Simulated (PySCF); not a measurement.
borazine (B3H6N3), SMILES B1NBNBN1.

Coordinates come from a B3LYP-D3(BJ)/def2-SVP optimisation.

Two levels are set side by side: TDDFT-PBE/def2-SVPD (PySCF) and TDDFT-M06-2X/def2-SVPD (PySCF). Vertical, same geometry. The lowest singlet is HOMO→LUMO 50 %, HOMO−1→LUMO+1 50 % with PBE and HOMO−1→LUMO+4 49 %, HOMO→LUMO+3 49 % with the other functional; states are paired by order. Differences are taken from unrounded values.

```csv
quantity,TDDFT-M06-2X,TDDFT-PBE,TDDFT-PBE minus TDDFT-M06-2X
lowest singlet excitation (eV),6.95,6.30,-0.66
lowest triplet excitation (TDA) (eV),6.56,5.66,-0.91
first bright state (f over 0.05) (eV),8.02,7.15,-0.88
its oscillator strength,0.42,0.30,-0.12
```

A lower first singlet is the usual sign of a functional without exact exchange. Differences between two approximate levels are no errors against the true value.

Rough cost on one machine, each run with all the roots and properties that it gave: TDDFT-M06-2X against TDDFT-PBE about 10 times.
